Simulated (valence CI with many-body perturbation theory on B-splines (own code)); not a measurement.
Ag VIII: what the settings do

Level of theory: valence CI with perturbative core correlation (CI+MBPT): four valence electrons over a frozen Dirac-Fock core [Kr], a basis of 6 s, 6 p, 5 d, 5 f, 1 g functions for each j, with the one-electron correlation potential Σ1, the two-electron term Σ2, the three-electron term Σ3, Breit, model QED; selected CI, second order for the rest, scaled by the run's own slope (own B-spline code, finite nucleus).

Against 20 measured levels this calculation errs by 422 cm⁻¹ on average and by 898 at most. Only levels of the ground parity were solved; by the run's estimate the other parity begins above the list, which can be wrong where configurations are misplaced.

The reference run has the lowest level 4d⁴ ⁵D_0 and an ionisation energy of 125.519 eV. Its largest variational space holds 9905 state functions.

Names give the largest LS component (configuration and term), which can be under half, so a name can repeat, a term be missing and a line seem to break the LS rules; names also repeat where a configuration has a term twice.

Changed runs:
A. shift of the energy in Σ1 (hartree) 0 → 1.344
B. selection threshold (hartree) 2e-08 → 2e-07
C. correlating orbitals by l 3 3 3 3 1 → 4 4 3 0 0
D. closed core [Kr] → [Kr] 4d1 (bad on purpose)

Excitation energies of the reference run in cm⁻¹, and shifts in cm⁻¹:

```tsv
Level	Reference	A	B	C
4d⁴ ⁵D_1	1289	+53	+0.1	-50
4d⁴ ⁵D_2	3137	+110	+0.1	-80
4d⁴ ⁵D_3	5206	+160	+0.2	-79
4d⁴ ⁵D_4	7371	+201	+0.1	-49
4d⁴ ³P_0	22172	+64	-0.2	+1273
4d⁴ ³H_4	22883	+85	0	+957
4d⁴ ³H_5	25658	+177	-0.3	+898
4d⁴ ³G_3	27077	+137	-0.1	+1137
4d⁴ ³P_1	27253	+190	-0.4	+1302
4d⁴ ³H_6	27523	+214	-0.2	+908
4d⁴ ³F_2	28382	+173	-0.3	+1247
4d⁴ ³F_4	29533	+240	-0.1	+1066
Ionisation energy (eV)	125.519	+0.547	+9.1e-05	-0.126
```

Run D: It gave no result: the perturbation theory needs a core of closed shells. The program said: "the core must hold closed shells only".
